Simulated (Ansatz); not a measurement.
# Pulling the pair apart

The pair of Br⁻ (SMILES [Br-], atom 1) and H$_{2}$ (SMILES [H][H], atoms 2–3), both closed shells, in one local arrangement (a lower one may exist), relaxed at PBE0-D4/def2-TZVPD:

Br1  (0.005, 0.022, -2.139)
H2  (-0.003, -0.014, 1.448)
H3  (-0.002, -0.008, 0.691)
(Å)

H$_{2}$ is shifted rigidly along the line between the mean atom positions of the two fragments (negative: closer). Counterpoise interaction energies in kJ/mol. Ansatz 0.2.0; basis: def2-TZVPPD; cores frozen in the correlated methods. Filled d shells of the heavier atoms are correlated. The def2 sets are not built for correlating such inner shells, so the correlated values are less sure here. B3LYP uses VWN-RPA correlation.

```json
{"shift (Å)": "-0.28", "r2SCAN-D4": "-6.6", "B3LYP-D4": "-6.5", "wB97M-V": "-6.0"}
{"shift (Å)": "-0.14", "r2SCAN-D4": "-8.1", "B3LYP-D4": "-8.2", "wB97M-V": "-7.9"}
{"shift (Å)": "0.00", "r2SCAN-D4": "-8.7", "B3LYP-D4": "-8.9", "wB97M-V": "-8.7"}
{"shift (Å)": "0.14", "r2SCAN-D4": "-8.6", "B3LYP-D4": "-8.9", "wB97M-V": "-8.8"}
{"shift (Å)": "0.34", "r2SCAN-D4": "-8.0", "B3LYP-D4": "-8.3", "wB97M-V": "-8.2"}
{"shift (Å)": "0.71", "r2SCAN-D4": "-6.4", "B3LYP-D4": "-6.5", "wB97M-V": "-6.6"}
{"shift (Å)": "1.41", "r2SCAN-D4": "-3.7", "B3LYP-D4": "-3.8", "wB97M-V": "-3.9"}
{"shift (Å)": "2.83", "r2SCAN-D4": "-1.4", "B3LYP-D4": "-1.5", "wB97M-V": "-1.5"}
```

What does CCSD(T) give at these shifts? (Judge from chemistry; the value comes from the calculation.)

The calculation gives: -3.2, -5.6, -6.8, -7.3, -7.2, -6.0, -3.7, -1.5 kJ/mol. For zero shift, CCSD(T) at an estimated basis limit (MP2 extrapolated from triple and quadruple zeta, plus CCSD(T) − MP2 in triple zeta) gives -8.3 kJ/mol. These are counterpoise interaction energies, counted from the two frozen fragments.

No T1 diagnostic of these runs exceeds 0.006.

For scale, one of the runs: CCSD(T)/def2-TZVPPD, 91 basis functions, launched by `ansatz run in.yaml --threads 2 --pin off --events-out ev --progress --plain --max-ram 5222MiB`. Hardware: 2 CPU threads of an Intel Xeon Platinum 8488C, shared host. Wall time about 1.4 s.
